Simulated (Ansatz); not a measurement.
One geometry of `O=C(O)[CH2][GaH2]`, several functionals.

```yaml
crystal:
  periodic: [false, false, false]
  atoms:
    - {symbol: O, position_ang: [0.738848, -2.105608, 0.434271]}
    - {symbol: C, position_ang: [0.199626, -1.039914, 0.412989]}
    - {symbol: O, position_ang: [0.528305, -0.055654, 1.329628]}
    - {symbol: C, position_ang: [-0.768709, -0.460640, -0.540159]}
    - {symbol: Ga, position_ang: [0.034146, 1.378921, -0.656314]}
    - {symbol: H, position_ang: [1.214161, -0.405653, 1.915157]}
    - {symbol: H, position_ang: [-0.867430, -1.085288, -1.423068]}
    - {symbol: H, position_ang: [-1.738320, -0.336807, -0.052688]}
    - {symbol: H, position_ang: [-0.793151, 2.591069, -0.113863]}
    - {symbol: H, position_ang: [1.452534, 1.519584, -1.305952]}
basis:
  gaussian: {orbitals: def2-TZVPP}
hamiltonian: {xc: {name: r2SCANh}, dispersion: d4}
output: {orbitals: {seedname: orbitals}}
```

```sh
$ ansatz run in.yaml --threads 4 --pin off --events-out ev --progress --plain --max-ram 10444MiB
```

Shortened log:

```
Functional definition: r2SCANh
1348 factors; their error is unknown
mean field evaluation 1: about -58617.1074 eV, gradient 7.2e1 eV
mean field evaluation 2: about -58600.8041 eV, gradient 1.1e2 eV
mean field evaluation 4: about -58625.8776 eV, gradient 1.1e1 eV
mean field evaluation 8: about -58626.0823 eV, gradient 2.7e-1 eV
mean field evaluation 16: about -58626.1445 eV, gradient 1.1e-3 eV
mean field -58626.14452143 eV, -2154.4710729346 hartree, gradient 4.6e-5 eV, S^2 0.000000; 0 other end points of the search recorded, 0 dependent functions left out
reference -58626.14453288 eV, -2154.4710733552 hartree; 32, 32 occupied and 210, 210 virtual orbitals, 1348 factors
Total energy: -58626.19841978 eV, -2154.4730536623 hartree
```

Hardware: 4 threads of an Arm Neoverse V2 on a shared host. Wall time 6.5 s, peak host memory 0.66 GiB.

With the line `hamiltonian: {xc: {name: LC-wPBE}}` (abridged; 3 s):

```
Functional definition: LC-wPBE
mean field evaluation 16: about -58619.7392 eV, gradient 1.8e-4 eV
mean field -58619.73922192 eV, -2154.2356825192 hartree, gradient 3.0e-5 eV, S^2 0.000000
Total energy: -58619.73922193 eV, -2154.2356825194 hartree
```

The same input with `hamiltonian: {xc: pbe0, dispersion: d4}` (abridged; 3.5 s):

```
Functional definition: PBE0
mean field evaluation 16: about -58616.4793 eV, gradient 1.8e-4 eV
mean field -58616.47925457 eV, -2154.1158809286 hartree, gradient 2.3e-5 eV, S^2 0.000000
Total energy: -58616.65850898 eV, -2154.1224684070 hartree
```

Changing it to `hamiltonian: {xc: lda}` (abridged; 1.4 s):

```
Functional definition: SPW92
mean field evaluation 16: about -58498.9306 eV, gradient 5.6e-4 eV
mean field -58498.93058932 eV, -2149.7960471581 hartree, gradient 3.8e-5 eV, S^2 0.000000
Total energy: -58498.93062940 eV, -2149.7960486309 hartree
```

Changing it to `hamiltonian: {xc: {name: B97M-V}}` (abridged; 12 s):

```
Functional definition: B97M-V
mean field evaluation 16: about -58619.2071 eV, gradient 2.5e-3 eV
mean field -58619.20708933 eV, -2154.2161270073 hartree, gradient 2.4e-5 eV, S^2 0.000000
Total energy: -58619.20715089 eV, -2154.2161292694 hartree
```

With the line `hamiltonian: {xc: hse06, dispersion: d4}` (abridged; 3.8 s):

```
Functional definition: HSE06
mean field evaluation 16: about -58616.1577 eV, gradient 2.1e-4 eV
mean field -58616.15768413 eV, -2154.1040634332 hartree, gradient 2.9e-5 eV, S^2 0.000000
Total energy: -58616.32464531 eV, -2154.1101991433 hartree
```

HSE06 is the plane-wave form, built on full-range PBE exchange.
